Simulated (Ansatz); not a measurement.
`[CH3][Ga]([CH3])[SiH3]` → `[CH3]`• + `[CH3][Ga][SiH3]`•  (homolysis of the C–Ga bond)

Program: Ansatz. Geometries: PBE0-D4/def2-TZVP. ΔE: electronic, gas phase. CCSD(T)/CBS adds triple-zeta CCSD(T) − MP2 to the extrapolated MP2 energy (def2 sets, frozen cores). This one scheme is used for every species. DFT in def2-TZVPP. No spin–orbit coupling; open shells (•) take unrestricted orbitals. For Ga outer-core shells are correlated without core-valence functions, which leaves a few kJ/mol of doubt a bond. Scalar relativity is left out up to krypton.

(1) What is ΔE at CCSD(T)/CBS? (Best estimate.)

(2) What do these levels give: BLYP-D4, PBE0-D4, r2SCAN0-D4, B2PLYP, r2SCAN0, LC-ωPBE, HF/def2-SVP, MP2/def2-TZVPP, CCSD/def2-TZVPP, MP2/def2-QZVPP, MP2/CBS(def2), CCSD/CBS(def2)? (An estimate is asked.)

Largest T1 diagnostic among the species: 0.014.

Results:

(1) Ansatz gave: +335.0 kJ/mol.

(2) The calculation gave: BLYP-D4 299.9, PBE0-D4 315.6, r2SCAN0-D4 298.6, B2PLYP 309.9, r2SCAN0 295.9, LC-ωPBE 317.2, HF/def2-SVP 214.7, MP2/def2-TZVPP 339.0, CCSD/def2-TZVPP 315.0, MP2/def2-QZVPP 344.9, MP2/CBS(def2) 349.8, CCSD/CBS(def2) 325.8 kJ/mol.

The D4 term adds +12.1 kJ/mol with B3LYP and +6.8 kJ/mol with PBE0; it sums over pairs of atoms, weighted by their polarisabilities, and B3LYP, whose exchange is more repulsive, gets the larger term. Leaving LDA and LC-ωPBE aside and taking each functional with its dispersion term where it has one, the values, not all of them listed here, spread over 33.4 kJ/mol, from r2SCAN0-D4 to ωB97X-V. LDA lies +64.4 kJ/mol from PBE without D4, its usual overbinding.

B3LYP here is the variant with VWN-RPA as its local correlation; programs differ in this.
